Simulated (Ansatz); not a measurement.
# Molecular dynamics of H12O2Si5

The input (input.yaml):

```yaml
crystal:
  periodic: [false, false, false]
  atoms:
    - { symbol: Si, position_ang: [0.153972, -0.0339, 0.267751] }
    - { symbol: Si, position_ang: [0.123103, 0.178729, 2.562844] }
    - { symbol: H, position_ang: [-1.2426, 0.233413, 3.065408] }
    - { symbol: H, position_ang: [0.792401, -0.930077, 3.227562] }
    - { symbol: H, position_ang: [0.784633, 1.408679, 2.973693] }
    - { symbol: O, position_ang: [1.760864, 0.138211, -0.32703] }
    - { symbol: Si, position_ang: [2.423826, -1.314928, -0.980596] }
    - { symbol: H, position_ang: [1.792607, -1.778761, -2.214755] }
    - { symbol: H, position_ang: [3.788201, -0.926621, -1.314207] }
    - { symbol: H, position_ang: [2.502851, -2.430332, -0.038791] }
    - { symbol: Si, position_ang: [-1.204331, 1.52615, -0.739738] }
    - { symbol: H, position_ang: [-2.552749, 1.477247, -0.190413] }
    - { symbol: H, position_ang: [-0.696299, 2.873495, -0.521436] }
    - { symbol: H, position_ang: [-1.306196, 1.312637, -2.176659] }
    - { symbol: O, position_ang: [-0.151997, -1.645824, -0.261669] }
    - { symbol: Si, position_ang: [-1.620532, -2.415396, 0.171817] }
    - { symbol: H, position_ang: [-1.774814, -2.514111, 1.623644] }
    - { symbol: H, position_ang: [-2.784558, -1.697174, -0.3481] }
    - { symbol: H, position_ang: [-1.574981, -3.750436, -0.404824] }
basis:
  gaussian: { orbitals: STO-3G }
hamiltonian:
  xc: blyp
  dispersion: d4
md:
  timestep: 0.5
  n_steps: 184
  ensemble: nve
  temperature: 500.0
  initial_velocities: maxwell_boltzmann
  seed: 79766
```

Launched with:

```bash
$ ansatz run input.yaml --threads 1 --pin off --max-ram 2048MiB --backend cpu --events-out ev --progress --plain --runs-dir out
```

It starts from a relaxed structure.

Output, in part (step lines, the closing report, with atoms numbered from 0):

```
md step     0: t =     0.00 fs  T =   500.0 K  F+E_penalty+E_count = -43161.28283118 eV  E_kin = 1.098710 eV  conserved = -43160.18412119 eV  (25 SCF iters)
[... lines left out ...]
Total energy: -43160.85303332 eV, -1586.1320934976 hartree
Atom 0 at     0.113865    -0.104004     0.277207 Å, force     0.681363    -0.194852    -0.298975 eV/Å
Atom 1 at    -0.164009     0.191923     2.537884 Å, force    -1.455882    -1.467580    -0.113100 eV/Å
Atom 2 at    -1.422451     0.929114     2.796944 Å, force     0.457054    -0.382165    -0.098585 eV/Å
Atom 3 at    -0.213920    -1.123107     3.239440 Å, force     0.023288     0.837508    -0.202247 eV/Å
Atom 4 at     0.874031     0.939700     3.085221 Å, force     1.323064     0.944828     0.712161 eV/Å
Atom 5 at     1.743651     0.061350    -0.300389 Å, force    -0.089671    -0.072984     0.345151 eV/Å
Atom 6 at     2.489793    -1.175447    -1.230537 Å, force    -0.631708    -0.010253     0.136690 eV/Å
Atom 7 at     1.952446    -1.373629    -2.575384 Å, force    -0.203258     0.067141     0.035983 eV/Å
Atom 8 at     3.831354    -0.706248    -1.395293 Å, force     0.604331     0.284403    -0.063631 eV/Å
Atom 9 at     2.590588    -2.484853    -0.611496 Å, force    -0.123208    -0.210377     0.214693 eV/Å
Atom 10 at    -0.926468     1.624431    -0.734804 Å, force    -1.984097     0.450237     1.289420 eV/Å
Atom 11 at    -2.404106     1.415791    -0.860787 Å, force     0.886482     0.070268     0.026059 eV/Å
Atom 12 at    -0.781336     2.872361     0.045709 Å, force     0.075524    -0.442131    -0.306789 eV/Å
Atom 13 at    -0.411650     1.822107    -2.017479 Å, force     0.545324     0.350311    -1.496023 eV/Å
Atom 14 at    -0.284941    -1.665016    -0.334769 Å, force    -0.698039    -0.418629     0.457371 eV/Å
Atom 15 at    -1.571186    -2.560844     0.457493 Å, force     0.383855     0.806820    -0.165581 eV/Å
Atom 16 at    -1.483212    -2.519127     1.932366 Å, force    -0.043480    -0.048415    -0.450067 eV/Å
Atom 17 at    -2.913264    -2.044888     0.080747 Å, force     0.477816    -0.259641     0.056733 eV/Å
Atom 18 at    -1.344407    -3.911126    -0.002614 Å, force    -0.228756    -0.304488    -0.079264 eV/Å
Dipole moment:    -0.229866    -0.140987     0.167683 e Å
```

The steps, from the saved trajectory:

| time (fs) | T (K) | potential energy less start (eV) | conserved less start (meV/atom) |
| --- | --- | --- | --- |
| 0 | 500 | 0.000 | 0.00 |
| 3 | 320 | 0.399 | 0.23 |
| 6 | 323 | 0.390 | 0.07 |
| 9 | 178 | 0.711 | 0.22 |
| 12 | 283 | 0.479 | 0.07 |
| 15 | 266 | 0.517 | 0.18 |
| 18 | 303 | 0.434 | 0.11 |
| 21 | 280 | 0.487 | 0.12 |
| 24 | 264 | 0.522 | 0.17 |
| 27 | 333 | 0.368 | 0.09 |
| 30 | 278 | 0.491 | 0.18 |
| 33 | 310 | 0.418 | 0.06 |
| 36 | 150 | 0.774 | 0.24 |
| 39 | 235 | 0.583 | 0.05 |
| 42 | 188 | 0.689 | 0.22 |
| 45 | 347 | 0.337 | 0.05 |
| 48 | 255 | 0.541 | 0.20 |
| 51 | 285 | 0.474 | 0.06 |
| 54 | 158 | 0.755 | 0.21 |
| 57 | 214 | 0.631 | 0.12 |
| 60 | 251 | 0.549 | 0.13 |
| 63 | 286 | 0.472 | 0.12 |
| 66 | 265 | 0.520 | 0.13 |
| 69 | 213 | 0.634 | 0.16 |
| 72 | 255 | 0.541 | 0.10 |
| 75 | 236 | 0.585 | 0.18 |
| 78 | 287 | 0.469 | 0.07 |
| 81 | 186 | 0.694 | 0.18 |
| 84 | 224 | 0.610 | 0.11 |
| 87 | 224 | 0.609 | 0.19 |
| 90 | 339 | 0.356 | 0.06 |

All steps were run. The conserved energy stayed within 0.26 meV per atom of its start (net change 0.15 meV per atom), so the integration is sound. Over the second half the temperature averaged 0.50 of the 500 K drawn at the start: a run that starts near a minimum puts about half its kinetic energy into the potential. A run of 0.092 ps of so small a system gives no equilibrium averages. Limits of this set-up: minimal basis.

The same pairs are bonded in the first frame and the last. Pairs count as bonded within 1.25 times the sum of covalent radii (0.12 Å more for H–H).

Last frame:

```xyz
19
Properties=species:S:1:pos:R:3
Si 0.114 -0.104 0.277
Si -0.164 0.192 2.538
H -1.423 0.929 2.797
H -0.214 -1.123 3.239
H 0.874 0.940 3.085
O 1.744 0.061 -0.300
Si 2.490 -1.175 -1.230
H 1.952 -1.374 -2.575
H 3.831 -0.706 -1.395
H 2.591 -2.485 -0.612
Si -0.926 1.624 -0.735
H -2.404 1.416 -0.861
H -0.781 2.872 0.046
H -0.412 1.822 -2.018
O -0.285 -1.665 -0.335
Si -1.571 -2.561 0.458
H -1.483 -2.519 1.932
H -2.913 -2.045 0.081
H -1.344 -3.911 -0.003
```

The run took 22 min on 1 thread of Arm Neoverse V1, with other jobs on the host, peak memory 0.14 GiB.
